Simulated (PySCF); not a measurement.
Fractional electron number in Nb²⁺ (niobium, charge +2)

The 4d alpha orbital of [Kr] 4d3 is emptied in steps (occupation f), with all orbitals relaxed, ending at [Kr] 4d2. All numbers are calculated (PySCF 2.14, scalar relativity through the core potential, in aug-cc-pVTZ-PP with ECP28MDF (6s6p5d3f2g, 88 functions)). The exact energy is a straight line in f; departures are measured from the line between the end points of the same method.

| f | M06-2X (eV) |
| --- | --- |
| 1 | 0.000 |
| 0.8 | -0.402 |
| 0.6 | -0.603 |
| 0.4 | -0.602 |
| 0.2 | -0.402 |
| 0 | 0.000 |

Problem. For M06-2X, how does the orbital energy at f = 1 compare with the removal energy?

Solution. −ε = 22.787 eV against a total-energy difference of 25.298 eV. By Janak's theorem ε = ∂E/∂f, so the gap between them reflects the curvature. Along the path −ε is 23.791 (f = 0.8), 24.800 (f = 0.6), 25.803 (f = 0.4), 26.790 (f = 0.2) eV.

Reference removal energy between the ground levels: 25.04 eV (semi-empirical (NIST evaluation); NIST Atomic Spectra Database, ionization energies). The calculation has no spin-orbit coupling. The determinant left behind need not be the lowest term of the ion.
